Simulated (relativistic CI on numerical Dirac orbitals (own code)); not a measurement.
**Fe5+ in a cubic cluster: 3s photoemission with charge transfer**

Computed with a charge-transfer multiplet model of a cubic metal-ligand cluster with up to 2 ligand holes, Slater and spin-orbit integrals from Dirac-Coulomb-Breit ions, Slater integrals scaled by 0.7. The ground state mixes d3 with configurations of k ligand holes L, whose averages lie at kΔ + k(k − 1)U_dd/2; a core hole lowers each added d electron by U_cd. 20 K, Lorentzian 1.4 eV and Gaussian 0.8 eV FWHM.

Atomic integrals in eV (Slater integrals scaled, ζ unscaled), ground: F2dd 9.717, F4dd 6.136, zeta_d 0.071; with the core hole: F2dd 10.304, F4dd 6.532, zeta_d 0.080, G2cd 9.728.

Cluster parameters (eV): U_dd = 7.3, U_cd = 9.3, 10Dq = 0.45, 10Dq(ligand) = 0.8, V(eg) = 1.4, V(t2g) = -0.6, final-state hopping factor = 0.9.

Weights, n_d and S are thermal averages at 20 K. Binding energies count from the first peak over 30 % of the highest in each spectrum, which can be another peak from case to case. The parameters are a model scan and need not match a compound or its usual spin state. Peaks in eV (height, largest 100): 0.0 (77), 5.3 (100), 11.3 (96), 16.7 (21), 19.0 (50), 22.0 (19), 29.8 (9).

Question: Which parameters give this spectrum?
A. Δ = -1.6 eV
B. Δ = -0.6 eV
C. Δ = 1.4 eV

Answer: A. Δ = -1.6 eV; the ground state then has 3.99 d electrons and S = 1.50. The choice follows from running the model for each set and comparing peak positions and heights. Without intra-shell correlation the exchange splitting of the 3s hole comes out too large. The space is cut while the next configuration still counts.
